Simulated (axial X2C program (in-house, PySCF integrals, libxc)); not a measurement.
## Sn₂⁺ along the bond: PBE0, without spin–orbit coupling

Calculated with an in-house relativistic program for diatomic molecules. Spin-free means the one-electron spin-free X2C Hamiltonian. Basis: Sn dyall-cv3z [11s12p9d4f1g] (cores contracted in-house); Gaussian nuclei, density fitting, unrestricted open shells. Masses: Sn 119.902 u.

State: M_S = 3/2, Λ = 0 (beyond evenly filled blocks: σα, π+α, π-α).

Results along the bond:

```json
{"R (Å)": "2.431", "HOMO (eV)": "-11.78", "LUMO (eV)": "-8.84", "⟨S²⟩": "3.753"}
{"R (Å)": "2.542", "HOMO (eV)": "-11.55", "LUMO (eV)": "-8.75", "⟨S²⟩": "3.753"}
{"R (Å)": "2.626", "HOMO (eV)": "-11.37", "LUMO (eV)": "-8.74", "⟨S²⟩": "3.753"}
{"R (Å)": "2.710", "HOMO (eV)": "-11.20", "LUMO (eV)": "-8.72", "⟨S²⟩": "3.753"}
{"R (Å)": "2.794", "HOMO (eV)": "-11.04", "LUMO (eV)": "-8.69", "⟨S²⟩": "3.753"}
{"R (Å)": "2.892", "HOMO (eV)": "-10.86", "LUMO (eV)": "-8.65", "⟨S²⟩": "3.753"}
{"R (Å)": "2.990", "HOMO (eV)": "-10.71", "LUMO (eV)": "-8.59", "⟨S²⟩": "3.753"}
{"R (Å)": "3.115", "HOMO (eV)": "-10.52", "LUMO (eV)": "-8.51", "⟨S²⟩": "3.753"}
{"R (Å)": "3.269", "HOMO (eV)": "-10.32", "LUMO (eV)": "-8.41", "⟨S²⟩": "3.752"}
```

The state is one determinant whose occupation by symmetry is held fixed; it was picked as the lowest of a PBE0 search that is not exhaustive. PBE0 can misorder states that lie within some tenths of an eV, so this need not be the ground state of the molecule. The nearest other spin-free determinant of the search, M_S = 1/2, Λ = 0, lies 0.41 eV up at the distance of the search.
